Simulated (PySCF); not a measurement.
C4H5NSi, SMILES N#CC1[SiH2]CC=1.

Geometry: B3LYP-D3(BJ)/def2-SVP. The structure was generated by enumeration, and PubChem lists no compound with its InChIKey, so it may never have been made.

Computed with HF/def2-TZVP in PySCF.

The molecule is in vacuum.

```json
{
 "total_energy": "-497.80358 hartree",
 "point_group": "Cs",
 "highest_occupied_level": "-10.37 eV",
 "lowest_empty_level": "2.18 eV",
 "orbital_gap": "12.55 eV",
 "dipole_moment": "5.16 D",
 "quadrupole, principal values (traceless, Buckingham form, about the centre of nuclear charge)": "-14.34, 4.30, 10.04 D·Å",
 "mean_static_polarisability": "71.7 bohr³ (10.62 Å³)",
 "polarisability_principal_values": "50.8, 69.8, 94.4 bohr³"
}
```
